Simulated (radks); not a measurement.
The numbers below are computed, except where a source is named.
Excited configurations of Pd3+: one electron is placed in a higher orbital outside [Kr] 4d6. The ground configuration is [Kr] 4d7. Level of theory: Dirac Kohn-Sham, LDA (Slater exchange, Perdew-Wang correlation), spin-unpolarised, spherical densities, point nucleus; open shells fill j = l - 1/2 first (a radial shooting solver on a logarithmic mesh with Libxc functionals). Excitation = E - E(ground); binding = E(ion) - E, where the ion is the core of charge +4; n* = 4/sqrt(2 binding) in atomic units, and the quantum defect is n - n*.

| outer orbital | excitation (eV) | binding (eV) | quantum defect | <r> (bohr) |
|---|---|---|---|---|
| 5s1/2 | 11.734 | 37.506 | 2.591 | 2.321 |
| 5p1/2 | 19.154 | 30.086 | 2.310 | 2.636 |
| 5d3/2 | 29.912 | 19.327 | 1.644 | 3.617 |
| 5f5/2 | 38.933 | 10.307 | 0.404 | 6.356 |
| 7s1/2 | 38.144 | 11.095 | 2.571 | 7.517 |
| 7p1/2 | 39.406 | 9.833 | 2.295 | 8.263 |
| 7f5/2 | 44.007 | 5.233 | 0.550 | 14.36 |

The Delta-SCF ionisation energy is 49.240 eV (NIST Atomic Spectra Database: 46 eV, theoretical). Self-interaction in the functional shifts the binding energies and quantum defects, so they are the method's values and not measured ones. Spin polarisation and multiplet splitting are left out, so open shells lie too high by an amount that depends on their filling.

Beside tabulated values, note that spin-unpolarised runs miss the spin-polarisation part of the exchange energy of open shells.
